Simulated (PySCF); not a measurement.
A structure optimised at PBE0-D3(BJ)/def2-SVP, used in a PySCF frequency run:

```
Si
O 1 1.6460
H 2 0.9641 1 116.28
O 1 1.6460 2 113.82 3 74.57
H 4 0.9641 1 116.28 2 74.57
I 1 2.4309 2 110.28 3 -43.15
I 1 2.4309 2 105.02 3 -164.72
```
Charge 0, spin multiplicity 1.

Problem. Write its SMILES, formula and point group.

Solution. O[Si](O)(I)I, H₂I₂O₂Si, C2

Problem. What are its rotational constants (standard atomic weights)?

Solution. 2.0115, 0.45707, 0.41269 GHz
